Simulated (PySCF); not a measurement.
C2H9GaGeO2, SMILES [O](C)[Ga]([GeH3])[O]C (GFN2-xTB optimised geometry):

```
15

Ga     0.338     0.820     0.000
Ge     1.224    -1.380     0.000
H      0.792    -2.162     1.206
H      0.789    -2.167    -1.206
H      2.726    -1.380     0.000
O     -0.965     1.080     1.133
C     -1.968     1.808     1.808
H     -2.442     1.144     2.536
H     -1.540     2.665     2.335
H     -2.726     2.167     1.108
O      1.139     1.853    -1.164
C      1.365     3.067    -1.846
H      0.675     3.848    -1.516
H      2.390     3.398    -1.661
H      1.229     2.906    -2.919
```

Method: PBE0/def2-TZVP run with PySCF.

Problem. What are the frontier orbital energies and the dipole moment?

Solution. HOMO-2 -7.95 eV, HOMO-1 -7.69 eV, HOMO -7.63 eV, LUMO -0.65 eV, LUMO+1 -0.26 eV; dipole moment 1.69 D.

On the same geometry PySCF with PBE/def2-TZVP gives HOMO-2 -6.61 eV, HOMO-1 -6.16 eV, HOMO -6.07 eV, LUMO -1.39 eV, LUMO+1 -1.20 eV; dipole moment 1.60 D.

Meta-Löwdin charges at PBE0/def2-TZVP: Ga1 0.78, Ge2 0.07, H3 -0.04, H4 -0.04, H5 -0.04, O6 -0.59, C7 -0.11, H8 0.12, H9 0.11, H10 0.11, O11 -0.59, C12 -0.11, H13 0.10, H14 0.11, H15 0.11.
